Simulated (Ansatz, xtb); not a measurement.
**Two isomers of C5H6OSSi**

Structure X is `O=Cc1ccsc1[SiH3]`, a singlet and structure Y is `O=Cc1cscc1[SiH3]`, a singlet. Both are isolated molecules in the gas phase, relaxed with B3LYP/def2-SVP; the shapes shown needn't be the lowest conformers.

X (Å):

```yaml
atoms:
  - { symbol: C, position_ang: [-1.2872, 0.9417, 1.8597] }
  - { symbol: C, position_ang: [-1.6188, 0.2923, 0.5775] }
  - { symbol: C, position_ang: [-2.9473, 0.2759, 0.0428] }
  - { symbol: C, position_ang: [-3.0199, -0.3813, -1.1546] }
  - { symbol: C, position_ang: [-0.6843, -0.3592, -0.2259] }
  - { symbol: O, position_ang: [-2.0896, 1.5097, 2.5660] }
  - { symbol: S, position_ang: [-1.4702, -0.9842, -1.6381] }
  - { symbol: Si, position_ang: [1.1674, -0.6201, 0.0144] }
  - { symbol: H, position_ang: [-0.2076, 0.8779, 2.1585] }
  - { symbol: H, position_ang: [-3.7908, 0.7426, 0.5522] }
  - { symbol: H, position_ang: [-3.8945, -0.5474, -1.7831] }
  - { symbol: H, position_ang: [1.8814, 0.6855, 0.0923] }
  - { symbol: H, position_ang: [1.6634, -1.3875, -1.1616] }
  - { symbol: H, position_ang: [1.4372, -1.3913, 1.2605] }
```

Y (Å):

```xyz
14

C     1.7741   -0.4240   -1.5208
C     0.9748   -0.3330   -0.2920
C     0.6215   -1.4330    0.4644
C    -0.2319    0.6958    1.3970
C     0.4813    0.9159    0.2440
O     2.0872    0.5399   -2.1892
S    -0.3113   -0.9855    1.8350
Si    0.7521    2.6323   -0.4994
H     2.0892   -1.4557   -1.8189
H     0.8694   -2.4773    0.2731
H    -0.7262    1.4332    2.0299
H     0.1416    2.7579   -1.8498
H     2.1919    3.0035   -0.5353
H     0.0478    3.5771    0.4227
```

Energies in hartree; the thermal terms are from GFN2-xTB frequencies at re-optimised GFN2-xTB minima (ideal gas, soft modes damped towards free rotors, one conformer each, 298.15 K, 1 atm) and include the zero-point energy:

|  | X | Y |
| --- | --- | --- |
| E, CCSD(T)/def2-SVP | −954.874510 | −954.877618 |
| E, MP2/def2-SVP | −954.775410 | −954.777987 |
| E, MP2/def2-TZVPP | −955.573942 | −955.575221 |
| zero-point energy | 0.087621 | 0.088355 |
| H(298 K) − E | 0.097573 | 0.097808 |
| G(298 K) − E | 0.053312 | 0.055116 |

Q: Correct the CCSD(T) difference for the basis set by the MP2 change, then work out ΔE, ΔE₀, ΔH and ΔG for X → Y in kcal/mol (1 Eh = 627.51 kcal/mol) and the equilibrium ratio [Y]/[X].

A: 1. Differences Y − X: CCSD(T) −0.003108, MP2 in the small set −0.002577, MP2 in the large set −0.001279 Eh.
2. ΔE = −0.003108 + (−0.001279 − (−0.002577)) = −0.001810 Eh = −1.14 kcal/mol.
3. ΔE₀ = ΔE + ΔZPE = −0.001810 + (+0.000734) Eh = −0.68 kcal/mol.
4. ΔH = ΔE + (+0.000235) Eh = −0.99 kcal/mol.
5. ΔG = ΔE + (+0.001804) Eh = 0.00 kcal/mol, so ΔS = (ΔH − ΔG)/T = −13.8 J/(mol K).
6. kT = 0.9442 mEh, so K = [Y]/[X] = exp(−ΔG/kT) = exp(+0.01) ≈ 1.

The two are too close for this level to say which is favoured. An error of 1 kcal/mol in ΔG would change K by a factor of 5.4. HF/STO-3G gave ΔE the other sign. Mirror images and further conformers aren't counted.

As drawn, both hold the same kinds of bond in the same numbers.

Other levels gave ΔE = −4.4 (GFN2-xTB); +0.9 (HF/STO-3G, GFN2-xTB geometries); −1.3 (r2SCAN-D4/def2-SVP, GFN2-xTB geometries); −1.6 (B3LYP/def2-SVP); −1.7 (HF/def2-SVP); −1.6 (MP2/def2-SVP); −1.9 (CCSD(T)/def2-SVP) kcal/mol. The correlated steps freeze 16 core orbitals. Programs: Ansatz 0.2.0, xtb 6.7.1.
